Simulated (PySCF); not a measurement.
# Excitation energy of Rh⁺ by level of theory

Rh⁺ [Kr] 4d8 (3F) → Rh⁺ [Kr] 4d7 5p1 (high-spin determinant), as a difference of total energies. Computed with PySCF 2.14 in aug-cc-pVTZ-PP with ECP28MDF (6s6p5d3f2g, 88 functions), with scalar relativity through the core potential. Correlated levels: valence: 4s2 4p6 frozen. The calculations carry no spin-orbit coupling.

| method | excitation energy (cm⁻¹) |
| --- | --- |
| UHF | 48416 |
| LDA | 57808 |
| PBE | 56544 |
| PBE0 | 56303 |
| r2SCAN | 55337 |
| B2PLYP | 57284 |
| wB97M-V | 57986 |
| r2SCAN0 | 55529 |
| M06-L | 56281 |
| MP2 (valence) | 57963 |
| SCS-MP2 (valence) | 59729 |

The determinant of the upper state mixes LS terms, which raises its energy above the lowest term, most at the Hartree-Fock and MP2 levels.
